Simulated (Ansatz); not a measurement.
MoSe2⁺, relaxed as a quartet with UKS PBE-D4/def2-TZVP in Ansatz, starting from the PBE-D4/def2-TZVP geometry of the charge +1 doublet. Force threshold 0.02 eV/Å.

In the def2 sets Mo takes a core potential; there is no spin–orbit coupling. The relaxation made no stability test and no search for a lower SCF solution. At PBE-D4/def2-TZVP a doublet of charge 1 lies 0.90 eV below the quartet, each at its own geometry. The structure comes from a short search, and lower isomers may exist.

Start:

| atom | x (Å) | y (Å) | z (Å) |
| --- | --- | --- | --- |
| Mo1 | 0.083 | 0.618 | -0.644 |
| Se2 | -1.798 | -0.214 | 0.187 |
| Se3 | 1.715 | -0.404 | 0.457 |

Question: Estimate the energy that the relaxation releases and the steps that it takes.

Answer: 1.8 kcal/mol, in 3 steps; 5.5 s on 4 threads of Arm Neoverse V2 on a shared host. No frequencies were taken in this run, so the end may be a saddle point.

Question: Does the start keep its bonding and symmetry?

Answer: By distances, no bond broke or formed. The bond that changes most is Mo1–Se2, from 2.22 to 2.26 Å (atoms count from 1). Point group C2v at the start, C2v at the end, both within 0.05 Å.

Question: Predict the relaxed structure.

Answer: 
```csv
atom,x (Å),y (Å),z (Å)
Mo1,0.092,0.684,-0.714
Se2,-1.739,-0.251,0.227
Se3,1.648,-0.434,0.487
```
Bond lengths: 2 × Mo–Se 2.26 Å.
